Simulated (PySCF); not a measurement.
CClF$_{3}$, charge -1, doublet, at the geometry of the source list (a state made from the parent by changing its charge; the spin is typed, not shown lowest) (in this run its highest filled SCF level lies above zero, so its values depend strongly on the basis, on diffuse functions most of all); DF-BLYP/STO-3G run with PySCF.

The PySCF input:
```python
from pyscf import gto, scf, dft

mol = gto.Mole()
mol.atom = '''
    F    -0.57610000   -0.63500000   -1.04370000
    C    -0.07440000   -0.00180000    0.00350000
    F    -0.57130000    1.22370000    0.02310000
    F    -0.47540000   -0.62840000    1.09700000
    Cl    1.69720000    0.04150000   -0.08000000
'''
mol.basis = 'sto-3g'
mol.charge = -1
mol.spin = 1
mol.verbose = 4
mol.build()

mf = dft.UKS(mol)
mf.xc = 'blyp'
mf = mf.density_fit(auxbasis='def2-universal-jkfit')
mf.kernel()
```

Question: What does PySCF print? Leave out banner, timings and long lists.

Answer: 
```
PySCF version 2.14.0

[INPUT] verbose = 4
[INPUT] num. atoms = 5
[INPUT] num. electrons = 51
[INPUT] charge = -1
[INPUT] spin (= nelec alpha-beta = 2S) = 1
[INPUT] symmetry False subgroup None
[INPUT] Mole.unit = angstrom
[INPUT] Symbol           X                Y                Z      unit          X                Y                Z       unit  Magmom
[INPUT]  1 F     -0.576100000000  -0.635000000000  -1.043700000000 AA   -1.088671220362  -1.199976089099  -1.972307156209 Bohr   0.0
[INPUT]  2 C     -0.074400000000  -0.001800000000   0.003500000000 AA   -0.140595623668  -0.003401507024   0.006614041436 Bohr   0.0
[INPUT]  3 F     -0.571300000000   1.223700000000   0.023100000000 AA   -1.079600534964   2.312457858630   0.043652673477 Bohr   0.0
[INPUT]  4 F     -0.475400000000  -0.628400000000   1.097000000000 AA   -0.898375799618  -1.187503896677   2.073029558648 Bohr   0.0
[INPUT]  5 Cl     1.697200000000   0.041500000000  -0.080000000000 AA    3.207243178612   0.078423634169  -0.151178089965 Bohr   0.0

nuclear repulsion = 250.120071998913
number of shells = 17
number of NR pGTOs = 87
number of NR cGTOs = 29
basis = sto-3g
ecp = {}

******** <class 'pyscf.df.df_jk.DFUKS'> ********
method = DFUKS
initial guess = minao
damping factor = 0
level_shift factor = 0
DIIS = <class 'pyscf.scf.diis.CDIIS'>
diis_start_cycle = 1
diis_space = 8
diis_damp = 0
SCF conv_tol = 1e-09
SCF conv_tol_grad = None
SCF max_cycles = 50
direct_scf = False
number electrons alpha = 26  beta = 25
XC library pyscf.dft.libxc version 7.1.2
    S. Lehtola, C. Steigemann, M. J. T. Oliveira, and M. A. L. Marques,  SoftwareX 7, 1–5 (2018)
XC functionals = blyp
    A. D. Becke,  Phys. Rev. A 38, 3098 (1988)
    C. Lee, W. Yang, and R. G. Parr,  Phys. Rev. B 37, 785 (1988)
    B. Miehlich, A. Savin, H. Stoll, and H. Preuss,  Chem. Phys. Lett. 157, 200 (1989)
radial grids:
    Treutler-Ahlrichs [JCP 102, 346 (1995); DOI:10.1063/1.469408] (M4) radial grids

becke partition: Becke, JCP 88, 2547 (1988); DOI:10.1063/1.454033
pruning grids: <function nwchem_prune>
grids dens level: 3
symmetrized grids: False
atomic radii adjust function: <function treutler_atomic_radii_adjust>
small_rho_cutoff = 0
Set gradient conv threshold to 3.16228e-05
tot grids = 75784
init E= -788.322956237042

cycle= 1 E= -787.433491843777  delta_E= 0.889  |g|= 0.369  |ddm|= 2.79
cycle= 2 E= -787.407984901056  delta_E= 0.0255  |g|= 0.44  |ddm|= 1.09
cycle= 3 E= -787.519330159973  delta_E= -0.111  |g|= 0.00645  |ddm|= 0.567
cycle= 4 E= -787.519376727709  delta_E= -4.66e-05  |g|= 0.00171  |ddm|= 0.0238
cycle= 5 E= -787.5193807448  delta_E= -4.02e-06  |g|= 0.000233  |ddm|= 0.00617
cycle= 6 E= -787.519380816471  delta_E= -7.17e-08  |g|= 2.69e-05  |ddm|= 0.000942
cycle= 7 E= -787.51938081707  delta_E= -5.98e-10  |g|= 1.56e-05  |ddm|= 8.39e-05
Extra cycle  E= -787.519380816957  delta_E= 1.13e-10  |g|= 1.99e-05  |ddm|= 7.36e-05
converged SCF energy = -787.519380816957  <S^2> = 0.75061026  2S+1 = 2.0006102
```
